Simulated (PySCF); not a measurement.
**Polarisability and C₆ of Si²⁺ (silicon, charge +2)**

[Ne] 3s2, closed-shell 1S. Computed with PySCF 2.14 in aug-cc-pV(5+d)Z, with no relativity, point nucleus. Coupled (time-dependent) response in atomic units; α is the mean over directions.

```
   method  mean α (bohr³)  C₆ (like pair)  S(−4)
CAM-B3LYP           11.58           39.61  79.12
```

S(−4) is the Cauchy moment in α(ω) = α(0) + S(−4) ω² + …

α(iu) at CAM-B3LYP:

```tsv
u (hartree)	α(iu) (bohr³)
0	11.58
0.0500	11.39
0.100	10.85
0.200	9.111
0.300	7.213
0.500	4.380
0.750	2.543
1.00	1.651
1.50	0.8851
2.00	0.5778
3.00	0.3302
5.00	0.1702
```

For an ion, C₆ is the dispersion term alone; charge-induced terms of lower order in 1/R come first.
